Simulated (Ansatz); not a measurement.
System: sum formula SiNH₂F₃ (charge 0, singlet). SMILES: F[Si](N)(F)F
Coordinates optimised at B3LYP-D3(BJ)/def2-TZVP (Ansatz, an electronic-structure program):
```xyz
7

N      1.6258    -0.2885     0.2310
Si    -0.0079     0.0008    -0.0023
F     -0.6083    -0.5087    -1.3769
F     -0.8420    -0.7271     1.1250
F     -0.2817     1.5565     0.0339
H      1.9777    -1.1783     0.5416
H      2.3402     0.2992    -0.1644
```

Parts of the frozen-core correlation energy in cc-pwCVTZ (Ansatz, hartree). Frozen orbitals: 9; correlated occupied orbitals by spin: 16 and 16; virtual: 234 and 234. Spin-orbit coupling is left out. Non-relativistic.

```json
[
 {"term": "reference (HF)", "value": "-643.29157"},
 {"term": "MP2 opposite-spin", "value": "-0.81739"},
 {"term": "MP2 same-spin", "value": "-0.28598"},
 {"term": "CCSD correlation", "value": "-1.10811"},
 {"term": "(T)", "value": "-0.03449"},
 {"term": "T1 diagnostic", "value": "0.010"},
 {"term": "largest doubles amplitude", "value": "0.023"}
]
```
